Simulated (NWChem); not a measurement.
# HfN2H4F2; SMILES [F][Hf]([F])([NH2])[NH2]

```xyz
9

Hf     0.0000     0.0000     0.0396
F      1.3651     0.8551     1.0923
F     -1.3651    -0.8551     1.0923
N     -0.9972     1.2861    -1.1749
H     -1.9669     1.5734    -1.0586
H     -0.6101     1.7847    -1.9729
N      0.9972    -1.2861    -1.1749
H      1.9669    -1.5734    -1.0586
H      0.6101    -1.7847    -1.9729
```
Atoms are numbered in this order, from 1.

Program: NWChem. Structure relaxed at the PBE0/def2-SVP level. Not confirmed as a minimum by frequencies. def2 effective core potentials on Hf; no spin-orbit coupling.

Problem. Predict the results for LC-wPBE (HJS exchange hole, range parameter 0.4 per bohr)/def2-SVP. Quantities: highest occupied level (eV); orbital gap (eV); dipole (D).

Solution. 
```yaml
highest occupied level (eV): -10.04
orbital gap (eV): 11.77
dipole (D): 2.59
```
